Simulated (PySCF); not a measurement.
# Partial charges of `FC(F)(F)Cp1cccc1`

C₆H₆F₃P.
Structure used (GFN2-xTB), in Å, numbered top down from 1:
```xyz
16
C6H6F3P angstrom
F     -2.1284    1.4466   -0.6878
C     -2.4346    0.2902   -0.0834
F     -2.9428    0.6102    1.1145
F     -3.4429   -0.2476   -0.7929
C     -1.2539   -0.6364    0.0310
P      0.0625    0.2097    1.0745
C      0.8664    1.2311   -0.1839
C      2.0707    0.7310   -0.5071
C      2.3601   -0.5490    0.0955
C      1.3742   -1.0220    0.8753
H     -0.8817   -0.8786   -0.9657
H     -1.5803   -1.5445    0.5411
H      0.4683    2.1748   -0.5139
H      2.7673    1.2075   -1.1788
H      3.2845   -1.0683   -0.1029
H      1.4029   -1.9457    1.4274
```

Density: PBE0/pcSseg-1 (PySCF); schemes: Mulliken, IAO, Hirshfeld and ESP-fitted. Isolated species at its GFN2-xTB geometry (one conformer only).

Q: Give the atomic charges in each scheme.

A: In e:

| atom | environment | Mulliken | IAO | Hirshfeld | ESP-fitted |
| --- | --- | --- | --- | --- | --- |
| F1 | fluorine of a CF3 group | -0.267 | -0.286 | -0.085 | -0.176 |
| C2 | CF3 carbon | +0.780 | +0.809 | +0.255 | +0.691 |
| F3 | fluorine of a CF3 group | -0.265 | -0.282 | -0.095 | -0.210 |
| F4 | fluorine of a CF3 group | -0.271 | -0.286 | -0.102 | -0.236 |
| C5 | chain CH2 carbon | -0.449 | -0.471 | -0.131 | -0.555 |
| P6 | ring phosphorus | +0.515 | +0.561 | +0.166 | +0.047 |
| C7 | unsaturated ring CH carbon | -0.364 | -0.370 | -0.110 | -0.263 |
| C8 | unsaturated ring CH carbon | -0.056 | -0.153 | -0.050 | 0.000 |
| C9 | unsaturated ring CH carbon | -0.061 | -0.152 | -0.050 | -0.162 |
| C10 | unsaturated ring CH carbon | -0.382 | -0.376 | -0.107 | -0.212 |
| H11 | methylene hydrogen | +0.186 | +0.177 | +0.051 | +0.210 |
| H12 | methylene hydrogen | +0.180 | +0.179 | +0.057 | +0.255 |
| H13 | hydrogen on C7 | +0.131 | +0.171 | +0.044 | +0.179 |
| H14 | hydrogen on C8 | +0.099 | +0.159 | +0.054 | +0.107 |
| H15 | hydrogen on C9 | +0.099 | +0.158 | +0.054 | +0.147 |
| H16 | hydrogen on C10 | +0.124 | +0.164 | +0.048 | +0.177 |

Mean size of the charges over all atoms: IAO 0.297 e, Mulliken 0.264 e, ESP-fitted 0.227 e, Hirshfeld 0.091 e. Each set sums to the total charge, 0, to within 0.001 e. The ESP scheme is a least-squares fit of atom-centred charges to the potential on four shells outside the van der Waals surface, with the total charge fixed.

Lowest charge. All schemes agree: Mulliken C5 (-0.449); IAO C5 (-0.471); Hirshfeld C5 (-0.131); ESP-fitted C5 (-0.555).

Highest charge. All schemes agree: Mulliken C2 (+0.780); IAO C2 (+0.809); Hirshfeld C2 (+0.255); ESP-fitted C2 (+0.691).

Q: Sum the charges by element, for elements with more than one atom.

A: 
| element | atoms | Mulliken | IAO | Hirshfeld | ESP-fitted |
| --- | --- | --- | --- | --- | --- |
| F | 3 | -0.803 | -0.855 | -0.282 | -0.622 |
| C | 6 | -0.531 | -0.713 | -0.193 | -0.501 |
| H | 6 | +0.819 | +1.007 | +0.309 | +1.076 |

Q: How closely do the schemes follow one another over all atoms?

A: Correlation coefficient and root-mean-square difference: IAO with Hirshfeld 1.00, 0.241 e; Mulliken with IAO 0.99, 0.045 e; Mulliken with Hirshfeld 0.99, 0.221 e; Mulliken with ESP-fitted 0.90, 0.141 e; IAO with ESP-fitted 0.90, 0.153 e; Hirshfeld with ESP-fitted 0.90, 0.191 e.

Q: How many electrons does the IAO scheme count on C5?

A: Z − q = 6 − (-0.471) = 6.471.
